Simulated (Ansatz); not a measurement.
```yaml
crystal:
  periodic: [false, false, false]
  atoms:
    - {symbol: C, position_ang: [-0.660432, -2.006749, -1.213578]}
    - {symbol: C, position_ang: [-0.612048, -0.876529, -0.517306]}
    - {symbol: C, position_ang: [-0.514862, -0.846477, 0.978333]}
    - {symbol: C, position_ang: [0.693488, -0.028058, 1.433249]}
    - {symbol: C, position_ang: [0.682359, 1.362520, 0.814737]}
    - {symbol: C, position_ang: [0.609095, 1.292076, -0.703835]}
    - {symbol: C, position_ang: [-0.599458, 0.476317, -1.162993]}
    - {symbol: H, position_ang: [-0.714742, -2.001823, -2.297194]}
    - {symbol: H, position_ang: [-0.652831, -2.974368, -0.722807]}
    - {symbol: H, position_ang: [-0.470973, -1.862359, 1.378377]}
    - {symbol: H, position_ang: [-1.423311, -0.379160, 1.383022]}
    - {symbol: H, position_ang: [0.709461, 0.038633, 2.525071]}
    - {symbol: H, position_ang: [1.609513, -0.550499, 1.133894]}
    - {symbol: H, position_ang: [1.569819, 1.921923, 1.125245]}
    - {symbol: H, position_ang: [-0.185048, 1.918831, 1.192646]}
    - {symbol: H, position_ang: [0.565070, 2.297775, -1.132105]}
    - {symbol: H, position_ang: [1.521702, 0.822796, -1.089304]}
    - {symbol: H, position_ang: [-0.614355, 0.379890, -2.251322]}
    - {symbol: H, position_ang: [-1.512446, 1.015259, -0.874132]}
basis:
  gaussian: {orbitals: pcseg-2, fitting: {mean_field: cc-pVTZ-jkfit}}
magnetization: {spin_polarized: true, initial_magnetization: 0}
hamiltonian: {xc: {name: wB97X-D}, dispersion: d4}
output: {forces: true}
```

```sh
$ ansatz run in.yaml --threads 2 --pin off --events-out ev --progress --plain --max-ram 32768MiB --backend cuda --devices 0, --max-vram 18GiB
```

It prints (some lines left out):

```
Error: YAML parse error: error: line 26 column 19: hamiltonian.xc: no functional is named "wB97X-D"; the names, which are not case-sensitive, are SVWN5, SPW92, PBE, PBE0, PBEsol, revPBE, revPBE0, RPBE, rPW86-PBE, HSE06, wPBEh, LC-wPBE, HISS, HF, BLYP, B3LYP, B3LYP5, BHLYP, CAM-B3LYP, r2SCAN, r2SCANh, r2SCAN0, r2SCAN50, m-r2SCAN, B97, wB97, wB97X, wB97X-V, B97M-V, wB97M-V, B2PLYP, B2GP-PLYP, PBE0-DH, PBE-QIDH
24 |   gaussian: {orbitals: pcseg-2, fitting: {mean_field: cc-pVTZ-jkfit}}
25 | magnetization: {spin_polarized: true, initial_magnetization: 0}
26 | hamiltonian: {xc: {name: wB97X-D}, dispersion: d4}
27 | output: {forces: true}
```

Something in this input is off. What?

The method's name isn't one that the program takes here. The program refused the input.

HSE06 is defined as in plane-wave codes.
